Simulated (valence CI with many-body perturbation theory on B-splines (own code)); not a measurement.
# Energy levels of Ge²⁵⁺

Method: valence CI with perturbative core correlation (CI+MBPT): five valence electrons over a frozen Dirac-Fock core [He], a basis of 11 s, 11 p, 10 d, 8 f, 5 g, 2 h functions for each j, with the one-electron correlation potential Σ1, the two-electron term Σ2, the three-electron term Σ3, Breit, model QED; selected CI, second order for the rest, scaled by the run's own slope (own B-spline code, finite nucleus).

No measured levels were compared; by estimate levels of excited configurations hold to 0.05 to 0.15 % of their energy, terms of the ground configuration to about 0.5 %. Among the levels kept, up to 5600 cm⁻¹ of a level comes from second order outside the variational space, and about a tenth of that is noise between levels of different J, which matters for small intervals.

Levels 181 to 209 of 209, with energies above the lowest level, 2s²2p³ ⁴S°_3/2. "Leading %" is the weight of the configuration and term that name the level; weights of strongly mixed levels are sums over their largest components and can fall short, so below about 35 % the name and the second component can differ from the true leading terms, or belong to a minority configuration. Lifetimes count E1, E2, E3, M1 and M2 decay at the calculated energies, and are blank where another channel may lead or the interval is too uncertain; long ones can be off by a factor of two.

```tsv
No.	Configuration	Term	J	E (eV)	Leading %	Lifetime	g
181	2s2p³3p	²P	1/2	1714.1	70	93.4 fs	1.020
182	2s2p³3d	²F°	7/2	1714.5	43	118 fs	1.229
183	2s2p³3d	⁴P°	1/2	1716.9	59	21.0 fs	2.083
184	2s2p³3d	⁴P°	3/2	1717.4	28	29.9 fs	1.403
185	2s2p³3d	²F°	5/2	1718.0	35	79.4 fs	1.119
186	2s2p³3d	²G°	7/2	1720.3	38	44.5 fs	1.111
187	2s2p³3d	²P°	1/2	1723.6	57	21.7 fs	0.671
188	2s2p³3d	²D°	5/2	1725.3	49	24.4 fs	1.063
189	2s2p³3d	⁴D°	5/2	1727.1	58	51.6 fs	1.238
190	2s2p³3p	²P	1/2	1727.5	42	300 fs	1.503
191	2s2p³3d	⁴D°	3/2	1727.6	56	29.8 fs	1.073
192	2s2p³3p	²P	3/2	1728.2	46	176 fs	1.155
193	2s2p³3d	⁴D°	7/2	1728.9	60	89.8 fs	1.305
194	2s2p³3p	²D	5/2	1730.1	68	205 fs	1.286
195	2s2p³3d	²P°	3/2	1730.3	51	26.9 fs	1.089
196	2s2p³3d	⁴D°	1/2	1730.4	66	26.1 fs	0.255
197	2s2p³3p	²P	3/2	1732.4	66	439 fs	1.240
198	2s2p³3d	²D°	3/2	1734.5	46	27.8 fs	1.080
199	2s2p³3d	²D°	5/2	1738.5	58	31.0 fs	1.181
200	2s2p³3p	²P	1/2	1743.3	54	419 fs	1.274
201	2p⁴3s	⁴P	5/2	1743.7	77	1.06 ps	1.526
202	2s2p³3d	²G°	9/2	1743.9	76	11.5 ps	1.160
203	2s2p³3d	²F°	7/2	1747.1	55	1.66 ps	1.091
204	2s2p³3d	²F°	7/2	1748.8	54	20.6 fs	1.114
205	2p⁴3s	²P	3/2	1749.2	53	181 fs	1.305
206	2s2p³3d	²P°	3/2	1749.2	58	21.7 fs	1.263
207	2s2p³3d	²F°	5/2	1749.6	43	18.5 fs	1.061
208	2s2p³3d	²D°	5/2	1749.8	53	36.1 fs	1.084
209	2s2p³3d	²S°	1/2	1750.1	49	21.8 fs	1.597
```

Names give the largest LS component (configuration and term), which can be under half, so a name can repeat, a term be missing and a line seem to break the LS rules; names also repeat where a configuration has a term twice.

Where two levels of one J and parity lie close, their mixing, g and order are uncertain.
